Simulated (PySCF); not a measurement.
How methods differ on the ionisation energy of Ne(2+)

Ne(2+) [He] 2s2 2p4 (3P) → Ne(3+) [He] 2s2 2p3 (4S), as a difference of total energies. Computed with PySCF 2.14 in def2-TZVPPD (6s4p3d1f, 40 functions), with no relativity, point nucleus. Correlated levels: valence: 1s2 frozen; valence and next inner shell: nothing frozen. The calculations carry no spin-orbit coupling.

**Question.** Order these methods by the ionisation energy they give, lowest first.
A. SCS-MP2 (valence and next inner shell)
B. LDA
C. r2SCANh
D. M06-L

**Answer.** A (63.111 eV), C (63.593 eV), B (63.638 eV), D (63.793 eV).

A first-order spin-orbit estimate (lowest level to lowest level, LS coupling) adds 0.038 eV.

Errors of the correlated levels include the incompleteness of this basis and the frozen core.

For comparison: 63.423 eV (measured; NIST Atomic Spectra Database, ionization energies).
